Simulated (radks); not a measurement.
Q: Successive ionisation energies (eV) of one element, from differences of total energies of ions in their ground configurations, starting at charge 37: 2639.4, 2743.0, 2848.0, 2954.4, 3062.1, 3421.7, 3518.7, 3616.2, 3714.2, 3812.5, 3910.8, 4216.4. Calculated with a radial shooting solver on a logarithmic mesh with Libxc functionals: Dirac Kohn-Sham, BLYP, spin-unpolarised, spherical densities, finite nucleus; open shells are shared between the two j in proportion to 2j + 1; Fermi nuclear charge, rms radius 4.9123 fm. Which element is it?

A: Neodymium (Z = 60). The first species listed is Nd37+ in [Ar] 3d5, the last Nd48+ in [Ne] 3s2.
